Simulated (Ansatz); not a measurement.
## Ligand exchange: C2H3I + BH(CH3)(SH) → C2H4S + BH(CH3)I

Species: C2H3I (vinyl iodide) `C=CI`, singlet; BH(CH3)(SH), singlet; C2H4S `C=CS`, singlet; BH(CH3)I, singlet. The partners trade I for SH: C–I and B–SH bonds give way to C–SH and B–I.

Shapes, held fixed at every level: PBE0-D4/def2-TZVP. Flexible molecules stand in one conformer, not always the lowest. Programs: Ansatz 0.2.0. Electronic energies: no zero-point or thermal term.

| level | kind | ΔE (kJ/mol) | less CCSD(T)/def2-TZVPP | CPU time (sum over the molecules) |
| --- | --- | --- | --- | --- |
| HF/def2-TZVPP | Hartree–Fock | +9.5 | -8.1 | – |
| PBE0-D4/def2-TZVPP | global hybrid | +13.1 | -4.5 | 15 s |
| wB97M-V/def2-TZVPP | range-separated hybrid | +15.9 | -1.7 | 55 s |
| wB97X-V/def2-TZVPP | range-separated hybrid | +15.1 | -2.5 | 41 s |
| B2PLYP/def2-TZVPP | double hybrid | +16.2 | -1.4 | 28 s |
| MP2/def2-TZVPP | perturbation theory | +15.7 | -1.9 | – |
| CCSD(T)/def2-TZVPP | coupled cluster or CI | +17.6 | 0.0 | 3.7 min |

The highest level, CCSD(T)/def2-TZVPP, gives ΔE = +17.6 kJ/mol; the levels span +9.5 to +17.6. The column of differences is taken from that level and isn't an error. No measured value is set beside it here. For atoms past krypton def2 sets carry core potentials with scalar relativity. Correlated rows may include outer-core shells of I, which these sets cover unevenly. Times are processor times on shared x86 and Arm servers, and rough.
